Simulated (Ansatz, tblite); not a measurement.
Forces on trans-PtH2(PF3)2 (P₂PtH₂F₆) at its PBE-D4/def2-SVP geometry. The state is a singlet with charge 0.

In the def2 sets Pt takes a core potential; there is no spin–orbit coupling. The xTB rows come from tblite. No other spin state of charge 0 was run. Another isomer (singlet) lies 0.27 eV lower at PBE0-D4/def2-TZVP; other spin states weren't run for this one.

GFN1-xTB (tblite), largest force 0.73 eV/Å:

```xyz
11
positions Å, forces eV/Å
F    -2.107    1.429   -2.031    0.632   -0.359   -0.088
F    -0.942   -0.357   -3.176    0.034    0.480    0.301
F     0.206    1.731   -2.767   -0.459   -0.496    0.246
F    -0.281   -1.629    2.802    0.505    0.455   -0.280
F     1.055    0.360    3.145   -0.078   -0.479   -0.288
F     2.039   -1.547    2.033   -0.581    0.410    0.097
P    -0.702    0.679   -1.988    0.201    0.039    0.676
P     0.704   -0.679    1.988   -0.232   -0.041   -0.670
Pt    0.009    0.004   -0.002   -0.006   -0.004    0.001
H     0.000    1.616    0.396   -0.034   -0.477   -0.204
H     0.019   -1.607   -0.399    0.018    0.471    0.210
```

GFN2-xTB (tblite), largest force 1.40 eV/Å:

```
F 0.501 -0.200 -0.544
F -0.120 0.764 -0.070
F -0.662 -0.357 -0.183
F 0.689 0.298 0.158
F 0.058 -0.766 0.088
F -0.474 0.262 0.554
P 0.456 -0.458 1.239
P -0.430 0.468 -1.246
Pt -0.005 -0.004 0.001
H 0.023 -1.123 -0.202
H -0.037 1.117 0.206
```

PBE-D4/def2-TZVP (Ansatz), largest force 0.84 eV/Å:

```
F 0.736 -0.391 -0.004
F 0.113 0.550 0.587
F -0.489 -0.554 0.387
F 0.533 0.499 -0.406
F -0.172 -0.549 -0.570
F -0.698 0.457 0.003
P -0.273 0.313 -0.724
P 0.251 -0.323 0.727
Pt -0.002 -0.001 0.000
H 0.001 -0.115 -0.030
H 0.000 0.113 0.030
```
